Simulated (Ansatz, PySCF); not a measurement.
This PySCF input computes a B3LYP/def2-TZVPD energy:

```python
from pyscf import gto, scf, dft

mol = gto.M(
    atom='''
    C    -0.97869676   -0.02312708   -0.11952143
    F    -1.53614924   -0.66730619    0.88977126
    F    -1.44889541    1.20920506   -0.18780349
    Br    0.93535950   -0.13538078   -0.16001661
    ''',
    basis='def2-tzvpd',
    charge=0,
    spin=1,
    verbose=4,
)

mf = dft.UKS(mol, xc='b3lyp').density_fit(auxbasis='def2-universal-jkfit')
mf.grids.level = 3
mf.conv_tol = 1e-9
mf.max_cycle = 100
mf.max_memory = 1500
mf.kernel()
if not mf.converged:
    mf = mf.newton()
    mf.kernel(mf.make_rdm1())
for _ in range(2):
    mo, _, stable, _ = mf.stability(return_status=True)
    if stable:
        break
    mf.kernel(mf.make_rdm1(mo, mf.mo_occ))
mf.analyze()
```

### Question
Write an input for the same energy in Ansatz (an electronic-structure program) and say what it gives.

### Answer

Ansatz 0.2 input:
```yaml
crystal:
  periodic: [false, false, false]
  atoms:
    - {symbol: C, position_ang: [-0.97869676, -0.02312708, -0.11952143]}
    - {symbol: F, position_ang: [-1.53614924, -0.66730619, 0.88977126]}
    - {symbol: F, position_ang: [-1.44889541, 1.20920506, -0.18780349]}
    - {symbol: Br, position_ang: [0.93535950, -0.13538078, -0.16001661]}
basis:
  gaussian:
    orbitals: def2-TZVPD
hamiltonian:
  xc: {name: B3LYP}
magnetization: {spin_polarized: true, initial_magnetization: 1}
output: {forces: true}
```
It gives -2812.00992 Eh, and PySCF -2812.00996 Eh, a difference of 0.04 mEh, from the treatment of integrals and grids.

It need not be the lowest isomer of its formula.
